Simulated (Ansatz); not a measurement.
Reaction (formal exchange of groups at a Ga–Cl bond): `[F][Ga]([SiH3])[Cl]` + `N[SiH3]` → `N[SiH2][Ga]([F])[SiH3]` + HCl

Computed with Ansatz on PBE0-D4/def2-TZVP structures; ΔE is electronic, products minus reactants. CCSD(T)/CBS is the MP2 limit (def2-TZVPP, def2-QZVPP) plus CCSD(T) − MP2 in def2-TZVPP, frozen cores. This one scheme is used for every species. DFT in def2-TZVPP. B3LYP here is the variant with VWN-RPA as its local correlation; programs differ in this. For Ga outer-core shells are correlated without core-valence functions, which leaves a few kJ/mol of doubt a bond. Scalar relativity is left out up to krypton. One conformer a species, not always the lowest.

```csv
level,ΔE (kJ/mol),difference from CCSD(T)/CBS
PBE-D4,100.1,-18.1
r2SCAN-D4,117.8,-0.4
PBE0-D4,109.7,-8.5
B3LYP-D4,115.2,-3.0
ωB97X-V,122.1,3.9
ωB97M-V,122.0,3.8
B2PLYP,124.6,6.4
PBE,103.0,-15.2
r2SCAN,118.9,0.7
PBE0,112.4,-5.8
B3LYP,119.5,1.3
HF/def2-TZVPP,149.6,31.4
MP2/def2-TZVPP,128.9,10.7
SCS-MP2/def2-TZVPP,130.5,12.3
CCSD/def2-TZVPP,122.8,4.6
CCSD(T)/def2-TZVPP,120.3,2.1
HF/def2-QZVPP,149.4,31.2
MP2/def2-QZVPP,127.6,9.4
SCS-MP2/def2-QZVPP,129.8,11.6
HF/CBS(def2),149.4,31.2
MP2/CBS(def2),126.8,8.6
CCSD/CBS(def2),120.6,2.4
CCSD(T)/CBS,118.2,0
```

Largest T1 diagnostic among the species: 0.014.

From PBE to PBE0 (25 % exact exchange), in def2-TZVPP and without D4, ΔE moves by +9.5 kJ/mol. The D4 term adds −4.4 kJ/mol with B3LYP and −2.8 kJ/mol with PBE0; it sums over pairs of atoms, weighted by their polarisabilities, and B3LYP, whose exchange is more repulsive, gets the larger term.
